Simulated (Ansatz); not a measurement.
C₁₀H₂₄Si⁺, that is Si(tBu)2Me2 with one electron fewer, relaxed as a doublet with UKS PBE-D4/def2-SVP in Ansatz, starting from the PBE-D4/def2-SVP geometry of the neutral singlet. Force threshold 0.03 eV/Å.

Start:

```xyz
35

Si    0.113   -0.481    0.479
C     1.443   -0.022   -0.866
C     0.827    0.048   -2.275
C     2.520   -1.127   -0.853
C     2.118    1.322   -0.531
H     1.622    0.211   -3.037
H     0.298   -0.889   -2.550
H     0.105    0.884   -2.375
H     2.114   -2.111   -1.164
H     2.983   -1.255    0.148
H     3.340   -0.871   -1.561
H     2.617    1.301    0.459
H     1.402    2.167   -0.527
H     2.901    1.558   -1.287
C    -1.558    0.511    0.379
C    -2.428    0.004   -0.788
C    -1.313    2.023    0.218
C    -2.321    0.274    1.698
H    -3.396    0.554   -0.813
H    -1.942    0.149   -1.773
H    -2.668   -1.074   -0.688
H    -0.843    2.270   -0.756
H    -0.661    2.431    1.019
H    -2.276    2.579    0.265
H    -1.783    0.689    2.575
H    -2.502   -0.804    1.893
H    -3.318    0.769    1.659
C     0.889   -0.193    2.190
H     0.281   -0.668    2.986
H     0.978    0.886    2.431
H     1.906   -0.632    2.242
C    -0.297   -2.331    0.321
H     0.569   -2.956    0.619
H    -0.573   -2.610   -0.716
H    -1.146   -2.606    0.979
```

| step | energy (eV) | largest force component (eV/Å) | SCF passes |
| --- | --- | --- | --- |
| 1 | -18603.5622 | 3.183 | 21 |
| 2 | -18603.9646 | 0.652 | 24 |
| 3 | -18604.0436 | 0.349 | 20 |
| 4 | -18604.0552 | 0.198 | 20 |
| 5 | -18604.0605 | 0.050 | 20 |
| 6 | -18604.0609 | 0.024 | 15 |

Force components are those of the run's own axes.

End:

```xyz
35

Si    0.131   -0.560    0.557
C     1.421    0.048   -0.918
C     0.757    0.099   -2.280
C     2.403   -1.136   -0.802
C     2.052    1.364   -0.491
H     1.547    0.220   -3.057
H     0.211   -0.832   -2.531
H     0.077    0.966   -2.393
H     1.985   -2.089   -1.178
H     2.813   -1.288    0.216
H     3.273   -0.880   -1.452
H     2.553    1.304    0.494
H     1.335    2.206   -0.480
H     2.834    1.633   -1.238
C    -1.565    0.567    0.308
C    -2.366   -0.021   -0.844
C    -1.259    2.043    0.152
C    -2.197    0.253    1.680
H    -3.339    0.520   -0.902
H    -1.879    0.116   -1.827
H    -2.602   -1.094   -0.704
H    -0.840    2.291   -0.842
H    -0.586    2.432    0.942
H    -2.211    2.615    0.239
H    -1.669    0.733    2.524
H    -2.318   -0.829    1.886
H    -3.227    0.680    1.650
C     0.914   -0.216    2.226
H     0.344   -0.726    3.029
H     0.967    0.864    2.466
H     1.945   -0.621    2.265
C    -0.307   -2.372    0.346
H     0.532   -3.011    0.686
H    -0.551   -2.640   -0.701
H    -1.181   -2.637    0.975
```

By distances, no bond broke or formed. The bond that changes most is Si1–C2, from 1.95 to 2.05 Å (atoms count from 1).

No frequencies were taken in this run, so the end may be a saddle point.

Hardware: 4 threads of Arm Neoverse V1 on a shared host. Wall time 50 s.
